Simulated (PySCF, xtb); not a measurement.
OPb, SMILES [O]=[Pb] (connectivity only; charge and spin as stated), neutral, multiplicity 1.

xtb with GFN2-xTB at its own geometry gives an orbital gap of 3.12 eV and a dipole moment of 6.92 D.

Geometry optimised at B3LYP-D3(BJ)/def2-TZVP. The def2 effective core potentials stand for the cores of Pb; spin–orbit coupling is left out.

Problem. What does ωB97X/def2-TZVPD run with PySCF give? (An estimate is asked for; the answer gives what the named calculation found.)

Solution. gap 9.07 eV (levels -9.59 and -0.52 eV), dipole 5.20 D.
